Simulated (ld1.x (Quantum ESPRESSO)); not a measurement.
**An all-electron radial function and its pseudo partner (Ne)**

Columns: radius, all-electron u(r) and pseudo u(r) of the 2s shell (level -36.11 eV) of neon in the configuration [He] 2s2 2p6; LDA (PZ), scalar-relativistic, PAW scheme, ld1.x (Quantum ESPRESSO) 7.5.

```json
{"r (bohr)": "0.068", "all-electron": "0.4722", "pseudo": "-0.0499"}
{"r (bohr)": "0.135", "all-electron": "0.3718", "pseudo": "-0.1244"}
{"r (bohr)": "0.202", "all-electron": "0.0801", "pseudo": "-0.2394"}
{"r (bohr)": "0.270", "all-electron": "-0.2451", "pseudo": "-0.3973"}
{"r (bohr)": "0.338", "all-electron": "-0.5300", "pseudo": "-0.5801"}
{"r (bohr)": "0.405", "all-electron": "-0.7492", "pseudo": "-0.7577"}
{"r (bohr)": "0.473", "all-electron": "-0.9073", "pseudo": "-0.9074"}
{"r (bohr)": "0.540", "all-electron": "-1.0070", "pseudo": "-1.0070"}
{"r (bohr)": "0.608", "all-electron": "-1.0615", "pseudo": "-1.0615"}
{"r (bohr)": "0.675", "all-electron": "-1.0794", "pseudo": "-1.0794"}
{"r (bohr)": "0.742", "all-electron": "-1.0707", "pseudo": "-1.0707"}
{"r (bohr)": "0.810", "all-electron": "-1.0423", "pseudo": "-1.0423"}
{"r (bohr)": "0.878", "all-electron": "-1.0004", "pseudo": "-1.0004"}
{"r (bohr)": "0.945", "all-electron": "-0.9504", "pseudo": "-0.9504"}
{"r (bohr)": "1.013", "all-electron": "-0.8946", "pseudo": "-0.8946"}
{"r (bohr)": "1.080", "all-electron": "-0.8372", "pseudo": "-0.8372"}
{"r (bohr)": "1.148", "all-electron": "-0.7784", "pseudo": "-0.7784"}
{"r (bohr)": "1.215", "all-electron": "-0.7212", "pseudo": "-0.7212"}
{"r (bohr)": "1.283", "all-electron": "-0.6649", "pseudo": "-0.6649"}
{"r (bohr)": "1.350", "all-electron": "-0.6119", "pseudo": "-0.6119"}
{"r (bohr)": "1.418", "all-electron": "-0.5609", "pseudo": "-0.5609"}
{"r (bohr)": "1.485", "all-electron": "-0.5136", "pseudo": "-0.5136"}
{"r (bohr)": "1.553", "all-electron": "-0.4688", "pseudo": "-0.4688"}
{"r (bohr)": "1.620", "all-electron": "-0.4278", "pseudo": "-0.4278"}
{"r (bohr)": "1.688", "all-electron": "-0.3892", "pseudo": "-0.3892"}
{"r (bohr)": "1.755", "all-electron": "-0.3541", "pseudo": "-0.3541"}
```

Q: How many radial nodes do the two functions have?

A: The all-electron 2s function has n − l − 1 = 1; the pseudo-wave has 0, since the states of the same l below it are removed with the core.

Q: At about which radius was the pseudo-wave matched?

A: 0.50 bohr, where the columns begin to agree (steps of 0.07 bohr).

Q: Is the pseudo-wave norm-conserving?

A: No, it belongs to a PAW set: the norm inside the radius is not constrained, and the difference is carried by the augmentation charge.
